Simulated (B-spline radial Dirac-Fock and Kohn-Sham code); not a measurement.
Re³²⁺: K-LL lines in intermediate coupling

System: Re³²⁺ in the configuration [Kr] 4d7.

Level of theory: Dirac-Fock ΔSCF + Breit + QED; a radial finite-basis atomic code. The two-hole levels come from diagonalising the Coulomb interaction among the jj configurations; intensities are independent-particle Coulomb rates. Kinetic energies are from the vacuum level. No correlation. Open outer shells are spectators and are not coupled to the holes. The rates lack the Breit term, which in heavy atoms raises K-L1L1 and K-L1L2. Labels follow the leading weight; the literature often keeps the label of the LS limit.

```csv
kinetic energy (eV),J,leading jj holes (weight),leading LS term (weight),intensity (%)
45045.0,0,L1L1 (1.00),¹S0 (1.00),11.8
45625.4,1,L1L2 (1.00),³P1 (0.63),16.5
45669.1,0,L1L2 (1.00),³P0 (1.00),2.3
46141.4,0,L2L2 (1.00),³P0 (0.65),2.5
47025.4,1,L1L3 (1.00),¹P1 (0.63),12.0
47107.9,2,L1L3 (1.00),³P2 (1.00),3.0
47596.1,2,L2L3 (1.00),¹D2 (0.68),37.4
47622.6,1,L2L3 (1.00),³P1 (1.00),0.1
48996.4,0,L3L3 (1.00),¹S0 (0.65),1.8
49047.7,2,L3L3 (1.00),³P2 (0.68),12.6
```

The strongest line, by its leading LS label ¹D2, lies at 47596.1 eV. The mean weight of the leading component is 1.00 in jj and 0.79 in LS coupling, so jj labels describe these levels better.

Values without a named source are computed, but for edge energies of neutral atoms, which are taken from tables.
